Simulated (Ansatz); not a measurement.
Spectroscopic constants of MgS, closed-shell singlet (the spin of the measured ground state).

D_e counts from the fitted minimum to each atom's lowest state at the same level, without counterpoise. The singlet is restricted.

Correlated levels freeze the inner cores; with def2 sets outer-core shells near the valence are correlated too.

Run with Ansatz (a program for electronic structure). Values without a source in brackets are computed.

PBE/def2-TZVPP gives 229.5 kJ/mol for the bond energy D_e.

Q: How do the other levels lie against it? Give each less PBE: r2SCAN/def2-TZVPP, PBE0/def2-TZVPP, wB97M-V/def2-TZVPP, B2PLYP/def2-TZVPP, CCSD(T)/def2-QZVPP.

A: r2SCAN/def2-TZVPP -0.5; PBE0/def2-TZVPP -26.9; wB97M-V/def2-TZVPP -34.6; B2PLYP/def2-TZVPP -29.8; CCSD(T)/def2-QZVPP -23.0 kJ/mol. 0 of 5 lie above PBE; the widest gap is to wB97M-V/def2-TZVPP.

Doubts at one or more of the structures used: a restricted determinant that unrestricted orbitals would lower (B2PLYP/def2-TZVPP, CCSD(T)/def2-QZVPP).
